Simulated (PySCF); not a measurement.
H$_{2}$Ga, charge +1, singlet, at a GFN2-xTB geometry (such geometries of metal compounds can be far from the true shape), with bond 2-1 at 1.8 times its length; PySCF with HF/STO-3G.

Here is a job for PySCF.
```python
from pyscf import gto, scf

mol = gto.M(
    atom='''
Ga    0.000000    0.000000    0.000000
H     0.000000    0.000000   -2.814397
H     0.000000    0.000000    1.563554
''',
    basis='sto-3g',
    charge=1,
    spin=0,
    verbose=4,
)

mf = scf.RHF(mol)
mf.kernel()
mo_i, mo_e, stable_i, stable_e = mf.stability(internal=True, external=True, return_status=True, nroots=6, tol=1e-6)
print('internally stable:', stable_i, ' externally stable:', stable_e)
if not stable_e:
    umf = mf.to_uhf() if not hasattr(mf, 'xc') else mf.to_uks()
    umf.scf_summary = {}
    umf.kernel(umf.make_rdm1(mo_e, umf.mo_occ))
```

What the program printed (banner, timings and long lists left out):

```
PySCF version 2.14.0

[INPUT] verbose = 4
[INPUT] num. atoms = 3
[INPUT] num. electrons = 32
[INPUT] charge = 1
[INPUT] spin (= nelec alpha-beta = 2S) = 0
[INPUT] symmetry False subgroup None
[INPUT] Mole.unit = angstrom
[INPUT] Symbol           X                Y                Z      unit          X                Y                Z       unit  Magmom
[INPUT]  1 Ga     0.000000000000   0.000000000000   0.000000000000 AA    0.000000000000   0.000000000000   0.000000000000 Bohr   0.0
[INPUT]  2 H      0.000000000000   0.000000000000  -2.814397000000 AA    0.000000000000   0.000000000000  -5.318439535798 Bohr   0.0
[INPUT]  3 H      0.000000000000   0.000000000000   1.563554000000 AA    0.000000000000   0.000000000000   2.954688840968 Bohr   0.0

nuclear repulsion = 16.4414491454971
number of shells = 10
number of NR pGTOs = 60
number of NR cGTOs = 20
basis = sto-3g
ecp = {}

******** <class 'pyscf.scf.hf.RHF'> ********
method = RHF
initial guess = minao
damping factor = 0
level_shift factor = 0
DIIS = <class 'pyscf.scf.diis.CDIIS'>
diis_start_cycle = 1
diis_space = 8
diis_damp = 0
SCF conv_tol = 1e-09
SCF conv_tol_grad = None
SCF max_cycles = 50
direct_scf = True
direct_scf_tol = 1e-13
Set gradient conv threshold to 3.16228e-05
Initial guess from minao.
init E= -1899.10681137309
cycle= 1 E= -1901.45408958449  delta_E= -2.35  |g|= 0.338  |ddm|= 1.65
cycle= 2 E= -1901.38961856651  delta_E= 0.0645  |g|= 0.567  |ddm|= 2.04
cycle= 3 E= -1901.56615788784  delta_E= -0.177  |g|= 0.0554  |ddm|= 1.17
cycle= 4 E= -1901.56874154513  delta_E= -0.00258  |g|= 0.0152  |ddm|= 0.161
cycle= 5 E= -1901.56905961069  delta_E= -0.000318  |g|= 0.00436  |ddm|= 0.0725
cycle= 6 E= -1901.56909307182  delta_E= -3.35e-05  |g|= 0.00173  |ddm|= 0.0202
cycle= 7 E= -1901.56909855765  delta_E= -5.49e-06  |g|= 0.000579  |ddm|= 0.0106
cycle= 8 E= -1901.56909916864  delta_E= -6.11e-07  |g|= 0.000373  |ddm|= 0.00207
cycle= 9 E= -1901.56909991409  delta_E= -7.45e-07  |g|= 0.00015  |ddm|= 0.0052
cycle= 10 E= -1901.56909996279  delta_E= -4.87e-08  |g|= 2.39e-05  |ddm|= 0.00132
cycle= 11 E= -1901.56909996379  delta_E= -9.99e-10  |g|= 2.18e-06  |ddm|= 0.000155
Extra cycle  E= -1901.56909996379  delta_E= -1.59e-12  |g|= 9.71e-07  |ddm|= 6.36e-06
converged SCF energy = -1901.56909996379
rhf_internal: lowest eigs of H = [0.05279469 0.05279469 0.26672272 0.30101958 0.30101962 0.34256041]
<class 'pyscf.scf.hf.RHF'> wavefunction is stable in the internal stability analysis
rhf_real2complex: lowest eigs of H = [0.00520815 0.00520815 0.0657211  0.06572138 0.06597215 0.07014882]
<class 'pyscf.scf.hf.RHF'> wavefunction is stable in the real -> complex stability analysis
rhf_external: lowest eigs of H = [-0.2839336  -0.0192156  -0.0090325  -0.0090325   0.05430508  0.05571001]
<class 'pyscf.scf.hf.RHF'> wavefunction has an RHF/RKS -> UHF/UKS instability
internally stable: True  externally stable: False

******** <class 'pyscf.scf.uhf.UHF'> ********
method = UHF
initial guess = minao
damping factor = 0
level_shift factor = 0
DIIS = <class 'pyscf.scf.diis.CDIIS'>
diis_start_cycle = 1
diis_space = 8
diis_damp = 0
SCF conv_tol = 1e-09
SCF conv_tol_grad = None
SCF max_cycles = 50
direct_scf = True
direct_scf_tol = 1e-13
number electrons alpha = 16  beta = 16
Set gradient conv threshold to 3.16228e-05
init E= -1901.4958663838
cycle= 1 E= -1901.57389726866  delta_E= -0.078  |g|= 0.132  |ddm|= 0.503
cycle= 2 E= -1901.65118776643  delta_E= -0.0773  |g|= 0.101  |ddm|= 0.473
cycle= 3 E= -1901.69208932792  delta_E= -0.0409  |g|= 0.0749  |ddm|= 0.417
cycle= 4 E= -1901.70726164896  delta_E= -0.0152  |g|= 0.0725  |ddm|= 0.239
cycle= 5 E= -1901.72960405952  delta_E= -0.0223  |g|= 0.0527  |ddm|= 0.327
cycle= 6 E= -1901.7438216981  delta_E= -0.0142  |g|= 0.0287  |ddm|= 0.358
cycle= 7 E= -1901.74508507049  delta_E= -0.00126  |g|= 0.0302  |ddm|= 0.251
cycle= 8 E= -1901.74577463989  delta_E= -0.00069  |g|= 0.00458  |ddm|= 0.0833
cycle= 9 E= -1901.74578522343  delta_E= -1.06e-05  |g|= 0.00124  |ddm|= 0.00937
cycle= 10 E= -1901.74578881001  delta_E= -3.59e-06  |g|= 0.000251  |ddm|= 0.00756
cycle= 11 E= -1901.74578886754  delta_E= -5.75e-08  |g|= 4.05e-05  |ddm|= 0.000512
cycle= 12 E= -1901.74578886984  delta_E= -2.31e-09  |g|= 1.5e-05  |ddm|= 0.000134
cycle= 13 E= -1901.74578887067  delta_E= -8.23e-10  |g|= 1.2e-05  |ddm|= 0.00012
Extra cycle  E= -1901.74578887076  delta_E= -9.78e-11  |g|= 3.84e-06  |ddm|= 1.51e-05
converged SCF energy = -1901.74578887076  <S^2> = 0.99932231  2S+1 = 2.2354618
```
